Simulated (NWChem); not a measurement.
System: In cation, singlet

Program: NWChem. Low-valent species are run as closed-shell singlets; no triplet was tried in these runs. GIAO values for the isolated, static molecule; σ is the absolute isotropic shielding. Spin-orbit effects, on the heavy nuclei and on their neighbours, are missing.

**Question.** Estimate the computed values for PBE0/x2c-TZVPall-s, scalar ZORA without spin-orbit coupling. Quantities: σ In1 (ppm).

**Answer.** 
| Property | Value |
|---|---|
| σ In1 (ppm) | 4959.2 |
